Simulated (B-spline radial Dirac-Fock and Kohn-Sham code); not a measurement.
## Lα1 (L3-M5) energies across the elements In to Dy

These are calculated numbers from a radial B-spline solver; the model is multi-electron Dirac-Fock with separately optimised hole states, Breit and Lamb-shift corrections added in first order. Free neutral atoms. No correlation.

The screening constant σ is defined by E = 0.1389·Ry·(Z − σ)², the hydrogen-like form of Moseley's law.

| Z | element | computed (eV) | tabulated (eV) | √E | σ |
| --- | --- | --- | --- | --- | --- |
| 49 | In | 3287.8 | 3287.0 | 57.34 | 7.29 |
| 50 | Sn | 3444.7 | 3444.0 | 58.69 | 7.30 |
| 51 | Sb | 3605.5 | 3604.7 | 60.05 | 7.32 |
| 52 | Te | 3770.1 | 3769.3 | 61.40 | 7.33 |
| 53 | I | ? | ? | ? | ? |
| 54 | Xe | 4110.7 | 4105.5 | 64.11 | 7.36 |
| 55 | Cs | 4286.8 | 4286.4 | 65.47 | 7.37 |
| 56 | Ba | 4466.7 | 4466.3 | 66.83 | 7.38 |
| 57 | La | 4650.5 | 4651.0 | 68.19 | 7.39 |
| 58 | Ce | 4839.5 | 4840.1 | 69.57 | 7.39 |
| 59 | Pr | 5033.6 | 5033.3 | 70.95 | 7.39 |
| 60 | Nd | 5230.4 | 5230.2 | 72.32 | 7.39 |
| 61 | Pm | 5431.2 | 5432.4 | 73.70 | 7.39 |
| 62 | Sm | 5635.9 | 5636.0 | 75.07 | 7.39 |
| 63 | Eu | 5844.5 | 5846.0 | 76.45 | 7.39 |
| 64 | Gd | 6056.0 | 6057.6 | 77.82 | 7.39 |
| 65 | Tb | 6273.6 | 6272.8 | 79.21 | 7.38 |
| 66 | Dy | 6494.1 | 6495.2 | 80.59 | 7.38 |

Q: Estimate the missing row, I.

A: Computed 3938.5 eV, tabulated 3937.7 eV, √E = 62.76, σ = 7.35.

Tabulated energies: xraylib 4.2 line table, elements in their standard states.
